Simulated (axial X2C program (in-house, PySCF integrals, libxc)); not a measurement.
NbF⁻: from the spin-free to the two-component result

Calculated with an in-house relativistic program for diatomic molecules. Spin-free means the one-electron spin-free X2C Hamiltonian; two-component (2c) means X2C with spin–orbit coupling and atomic mean-field two-electron Coulomb and Gaunt terms, so the difference of the two also holds small scalar two-electron terms. Basis: Nb dyall-acv3z [12s13p10d5f3g], F dyall-av3z [7s6p3d2f] (cores contracted in-house); Gaussian nuclei, density fitting, unrestricted open shells. Masses: Nb 92.906 u, F 18.998 u.

Spin-free state: M_S = 5/2, Λ = 0 (beyond evenly filled blocks: σα, π+α, π-α, δ+α, δ-α); fragments Nb + F-.

| level | Re (Å) | ωe (cm⁻¹) | De (eV) | μ (D) |
| --- | --- | --- | --- | --- |
| PBE0 | 1.968 | 502.6 | 3.196 | 1.31 |
| BLYP | 1.973 | 508.3 | 3.183 | 1.28 |

Dipoles are positive if F is the positive end and refer to the centre of mass.

Two-component determinant lowest at the distance of the search:

Ω = 5/2 (⟨Sz⟩ = 2.50, ⟨Lz⟩ = 0.00 at PBE0); fragments Nb + F-.

```csv
level,Re (Å),ωe (cm⁻¹),μ (D)
PBE0,1.968,502.2,1.31
BLYP,1.973,508.2,1.25
```

(1) From the two tables, how do the constants change at the PBE0 level (2c against spin-free)?

The state is one determinant whose occupation by symmetry is held fixed; it was picked as the lowest of a PBE0 search that is not exhaustive. De is counted from the lowest determinant-based energies of the atoms at the same level, without counterpoise correction. De is not given where an atomic determinant may have missed its ground term or J level, or where the truncated virtual space spoils (T). Density functionals use the spin component along the axis (collinear). PBE0 can misorder states that lie within some tenths of an eV, so this need not be the ground state of the molecule. The nearest other spin-free determinant of the search, M_S = 3/2, Λ = 1, lies 0.10 eV up at the distance of the search. The functionals have no current-density term, which raises determinants with orbital currents, atoms included. With several unpaired electrons one determinant need not be a pure state. A state of lower Ω lies just above, and one determinant can place such states too high, so the state shown need not be the lowest. The search has Ω = 1/2 only 0.07 eV up. The highest occupied level of some functionals is positive through self-interaction error; at Hartree–Fock it is bound. This is the top spin component of a Σ state; components of lower Ω are not single determinants and can lie lower.

## Answers

(1) At the PBE0 level Re is unchanged within 0.001 Å and ωe decreases by 0.4 cm⁻¹.
